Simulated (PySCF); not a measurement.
Molecule: spiro[2.4]heptane (SMILES C12(CCCC1)CC2).

Bonds (- single, = double, # triple, : aromatic): C1-C2, C2-C3, C3-C4, C4-C5, C4-C6, C6-C7, C5-C1, C7-C4. C1 carries H8, H9; C2 carries H10, H11; C3 carries H12, H13; C5 carries H14, H15; C6 carries H16, H17; C7 carries H18, H19.

Frames of a GFN2-xTB Langevin trajectory at 300 K; GIAO PBE0/pcSseg-1 shieldings in PySCF, gas phase, non-relativistic; equivalent atoms averaged within each frame.

Chemical shifts δ = σref − σ; $^{13}$C (186.93 ppm), $^{1}$H (31.72 ppm) vs TMS, all at this level. The references are static minima.

How do the shifts (ppm) fluctuate along the trajectory?

## Answers


```
         time (fs)  C3/C5  C1/C2    C4  C6/C7  H12/H13/H14/H15  H8/H9/H10/H11  H16/H17/H18/H19
optimised geometry   40.6   32.0  21.3   18.7             1.67           1.76             0.49
               250   44.6   31.4  21.9   18.1             2.15           1.71             0.66
               425   41.8   32.7  29.7   22.5             1.98           2.46             1.01
               625   44.1   30.1  20.0   15.5             2.19           1.30             0.52
               800   43.5   32.9  20.7   24.3             1.97           2.11             0.74
              1000   34.0   30.2  31.8   15.7             0.74           2.02             0.69
    mean of frames   41.6   31.4  24.8   19.2             1.80           1.92             0.72
standard deviation    4.4    1.3   5.5    4.0             0.60           0.44             0.18
```

5 frames give an uncertainty of the mean of about the standard deviation over 2.2 at best, since frames this close in time may not be independent; classical motion lacks zero-point vibration, and the reference would need the same averaging.
